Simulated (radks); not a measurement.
Values are calculated unless marked as measured or tabulated.
Problem. Cu II, 28 electrons, occupied as [Ne] 3s1.5 3p6 3d10 4p0.5 (fractional occupations, a model configuration). Level of theory: scalar-relativistic Kohn-Sham, SCAN, spin-polarised, spherical densities, finite nucleus; open shells are filled with parallel spins first; meta-GGA in the generalised Kohn-Sham scheme; Fermi nuclear charge, rms radius 3.8823 fm (a radial shooting solver on a logarithmic mesh with Libxc functionals). Some entries of the table are withheld. Estimate them.

orbital,occ.,eigenvalue (hartree),r(max) (bohr)
1s up,1,-326.8598,0.03412
1s down,1,-326.8439,0.03412
2s up,1,-39.95311,0.1963
2s down,1,-39.94412,0.1963
2p up,3,-34.48538,0.1582
2p down,3,-34.47196,0.1583
3s up,1,-4.86940,0.6130
3s down,0.5,-4.81976,0.6142
3p up,3,-3.23979,(1)
3p down,3,-3.19582,(2)
3d up,5,(3),0.6017
3d down,5,(4),0.6028
4p up,0.5,-0.27978,2.727

Solution. 
(1) 3p up r(max) (bohr): 0.6197
(2) 3p down r(max) (bohr): 0.6208
(3) 3d up eigenvalue (hartree): -0.66186
(4) 3d down eigenvalue (hartree): -0.63207
